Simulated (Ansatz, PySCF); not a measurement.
Gas-phase reaction in SMILES: Br (HBr) → [Br-] + H+
Geometries: B3LYP-D3(BJ)/def2-TZVP minima from Ansatz (a quantum-chemistry and plane-wave program).

Quantity: gas-phase deprotonation energy (electronic energy difference), in kcal/mol. Valence correlation only, unless marked. No spin-orbit coupling. The frozen core is the preceding noble-gas configuration, with the filled d and f shells of earlier blocks. No relativistic terms. Anions need diffuse functions: aug- sets have them; def2-D sets add few. Basis-set limits of correlation are two-point, X^-3; Hartree-Fock from the larger set.

```tsv
level	program	gas-phase deprotonation energy (kcal/mol)
PBE-D4/def2-TZVPD	Ansatz + dftd4	…
TPSS/def2-TZVPD	PySCF	327.4
M06-L/def2-TZVPD	PySCF	331.2
TPSSh-D3(BJ)/def2-TZVPD	PySCF + dftd3	327.6
SCS-MP2/def2-SVPD	Ansatz	325.0
CCSD(T)/CBS(aug-cc-pVTZ,aug-cc-pVQZ)	Ansatz	325.1
```

### Question
What belongs in the gaps?

### Answer

- PBE-D4/def2-TZVPD, gas-phase deprotonation energy (kcal/mol): 325.9
